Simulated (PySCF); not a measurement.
A structure optimised at PBE0-D3(BJ)/def2-TZVP, used in a PySCF frequency run:

```
Cd
H 1 1.6634
I 1 2.5995 2 180.00
```

**Question.** Write its SMILES, formula and point group.

**Answer.** [CdH][I], CdHI, C∞v

**Question.** What are its rotational constants (standard atomic weights)?

**Answer.** 1.2264 GHz (linear rotor, B only)
